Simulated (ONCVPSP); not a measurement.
What one change does to a pseudopotential (Kr (Z = 36), ONCV)

```json
{
 "Element": "Kr",
 "Generator": "ONCVPSP 4.0.1",
 "Type": "optimised norm-conserving Vanderbilt (ONCV)",
 "Functional": "PBEsol",
 "Relativity": "scalar-relativistic",
 "Frozen core": "[Ar] 3d10",
 "Valence charge": "8",
 "Reference configuration": "4s2 4p6",
 "Partial waves": "4s: rc 1.15 bohr, ncon 3, nbas 6, qcut 6.9 1/bohr, 3 projectors, debl 0.9 Ha; 4p: rc 1.20 bohr, ncon 4, nbas 8, qcut 5.8 1/bohr, 2 projectors, debl 1.4 Ha",
 "Local potential": "polynomial inside 0.95 bohr (lpopt 5, dvloc0 2 Ha)",
 "Core correction": "none"
}
```

Change: p: debl 3.05.

Cutoffs: the cutoffs (Ha) at which the residual kinetic energy of the hardest occupied pseudo-wave falls to 1 and 0.1 mHa per electron; they do not see the model core or the augmentation charge, which bear on the density cutoff. Errors are all-electron minus pseudo energies relative to the spin-unpolarised reference configuration.

Q: Predict the effect on cutoff, ghosts and configuration errors.

A: The potential gets neither clearly harder nor softer (69 Ha and 139 Ha → 69 Ha and 139 Ha); the bound ghosts move from p, s to s; of the 4 tests that both files solve, the error grows in 0 and shrinks in 2 by more than 15 % and 0.3 meV (median size 9.1 → 7.9 meV).

| quantity | base | changed |
| --- | --- | --- |
| cutoff, loose | 69 Ha | 69 Ha |
| cutoff, tight | 139 Ha | 139 Ha |
| bound ghosts | s, p | s |
| GHOST(+) flags under 300 eV | none | p at 174.7 eV |
| error for 4s2 4p5, meV [ΔE 14.28 eV] | -3.9 | -3.5 |
| error for 4s2 4p4, meV [ΔE 39.46 eV] | -14 | -12 |
| error for 4s2 4p3, meV [ΔE 76.55 eV] | -31 | -26 |
| error for 4s1 4p6, meV [ΔE 28.79 eV] | -4.1 | -1.3 |
| s: phases at 1.17 bohr within 0.05 rad from the reference energy up to (Ha; the scan ends near 5) | to the end of the scan | to the end of the scan |
| p: phases at 1.22 bohr within 0.05 rad from the reference energy up to (Ha; the scan ends near 5) | to the end of the scan | to the end of the scan |

 A true bound ghost makes a file unfit for plane-wave use even where its test errors are small: the radial tests pick states by their node count and pass the ghost by.
